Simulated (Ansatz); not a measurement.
Cost and result up the ladder for TiSi5 (6 atoms). Total charge 0; singlet. Geometry: r2SCAN-D4/def2-SVP.

```xyz
6

Ti    1.404    0.708   -1.008
Si   -0.701    1.030    0.358
Si   -1.953   -1.025    0.385
Si    1.423    0.819    1.418
Si   -0.625   -0.403   -1.602
Si    0.452   -1.130    0.450
```

Ansatz on 4 threads of Arm Neoverse V1 on a shared host. Times are rough, summed over both states, and most runs start from the orbitals of an earlier one. PBE0-D4/def2-TZVP serves as the yardstick here, not as an exact answer. The other state is a quintet at its own geometry, which has other bonds, so the gap mixes isomer and spin.

LC-ωPBE has ω = 0.4 bohr⁻¹. The structure comes from a short search, and lower isomers may exist.

Run but left out: HF/STO-3G (singlet: restricted singlet, unstable in another Hartree–Fock run and untested here); B2PLYP/def2-TZVP (singlet: restricted singlet, unstable towards broken spin symmetry).

| level | functions | quintet − singlet (eV) | difference from PBE0-D4/def2-TZVP (eV) |
| --- | --- | --- | --- |
| PBE-D4/def2-TZVP | 230 | 1.59 | 0.49 |
| PBE0-D4/def2-TZVP | 230 | 1.10 | 0.00 |
| LC-ωPBE/def2-TZVP | 230 | 0.81 | -0.29 |
| r2SCAN-D4/def2-TZVP (with forces) | 230 | 1.30 | 0.20 |

Estimate how long each takes.

PBE-D4/def2-TZVP 19 s; LC-ωPBE/def2-TZVP 52 s; PBE0-D4/def2-TZVP 56 s; r2SCAN-D4/def2-TZVP (with forces) 75 s. On shared hardware such times vary by a factor of up to 3.
